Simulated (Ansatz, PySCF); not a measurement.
Species: GaCl$_{2}$, charge 0, doublet. GaCl2 (SMILES [Cl][Ga][Cl], doublet).
B3LYP-D3(BJ)/def2-TZVP minimum from Ansatz (a program for electronic structure):
```
Ga
Cl 1 2.1845
Cl 1 2.1845 2 119.12
```
Charge 0, spin multiplicity 2.

Atomisation energy term by term, kcal/mol (programs: Ansatz). UHF or UKS for unpaired electrons; spin-orbit terms are left out. Correlated methods leave the cores frozen (noble-gas shells, and filled d and f shells in the p block). No relativity. CBS(X,Y): correlation extrapolated as X^-3, Hartree-Fock from the larger set. A bracket is a step between two methods taken in the basis named. For partners of very few electrons the exact lower level stands in for a higher one. The spin of Cl2Ga ([Cl][Ga][Cl], doublet) was assumed, and the state is the lowest solution found for it.

```tsv
term	basis	kcal/mol
Hartree-Fock	def2-QZVPP	123.78
CCSD correlation	CBS(def2-TZVPP,def2-QZVPP)	37.14
(T)	CBS(def2-TZVPP,def2-QZVPP)	5.72
CCSDT(Q) - CCSD(T)	def2-SVP	0.49
minus zero-point energy	Hessian by PySCF at B3LYP-D3(BJ)/def2-TZVP	-1.23
sum: D0		165.9
```
